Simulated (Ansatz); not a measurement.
Cartesian coordinates (Å):
```xyz
5

C     -0.0635    -0.0008    -0.0096
F      1.3157     0.0162     0.1991
H     -0.5717    -0.0849     0.9625
H     -0.3615     0.9330    -0.5093
H     -0.3191    -0.8635    -0.6427
```
Charge 0, spin multiplicity 1.

Calculation: frozen-core CCSD(T)/cc-pVQZ // PBE-D3(BJ)/def2-TZVP (Ansatz, a quantum-chemistry and plane-wave program).

```
Property                       Result
----------------------  -------------
HF energy               -139.10486 Ha
MP2 correlation energy    -0.47051 Ha
```

Task: Estimate the CCSD correlation energy, the (T) correction, the total energy and the T1 diagnostic.

Result: 
```json
{
 "CCSD correlation energy": "-0.48279 Ha",
 "(T) correction": "-0.01539 Ha",
 "CCSD(T) total energy": "-139.60305 Ha",
 "T1 diagnostic": "0.010"
}
```
